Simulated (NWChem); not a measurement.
System: GeH₄S₂; SMILES [SH][GeH2][SH]

Here is an NWChem input.

```
start job
memory heap 200 mb stack 900 mb global 1100 mb
geometry units angstroms noautosym nocenter noautoz
  Ge     0.000000     0.000000    -0.596453
  S      1.848593     0.047948     0.643658
  S     -1.848593    -0.047948     0.643658
  H      0.086543     1.272740    -1.452677
  H     -0.086543    -1.272740    -1.452677
  H      1.560084    -1.096781     1.300677
  H     -1.560084     1.096781     1.300677
end
basis spherical
  Ge library 6-31g*
  S library 6-31g*
  H library 6-31g*
end
dft
  xc b3lyp
  iterations 150
end
property
  shielding 4 1 2 4 6
end
task dft property
```

All runs use the structure optimised with PBE0/def2-SVP.

GIAO values for the isolated, static molecule; σ is the absolute isotropic shielding, δ = σ(reference) − σ with the isolated reference molecule computed at the same levels (1H: tetramethylsilane).

Atoms are numbered as in the input.

Q: What results follow from this input? (B3LYP/6-31G* (spherical d), GIAO.) Quantities: σ Ge1 (ppm); σ S2 (ppm); δ H4 (ppm); δ H6 (ppm).

A: 
```
Item          Value
-----------  ------
σ Ge1 (ppm)  1519.1
σ S2 (ppm)    656.6
δ H4 (ppm)     5.60
δ H6 (ppm)     0.33
```
